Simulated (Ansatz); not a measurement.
A geometry relaxed with B3LYP-D3(BJ)/def2-TZVP in Ansatz (a quantum-chemistry and plane-wave program), charge 0, multiplicity 2:

```xyz
5

H     -1.3680    -1.1092     0.0450
H     -0.9133     1.2870     0.2461
O      1.0388    -0.4219     0.0854
Si    -0.4902     0.0047    -0.3947
H      1.7326     0.2395     0.0182
```

Write the SMILES of this molecule.

`O[SiH2]`
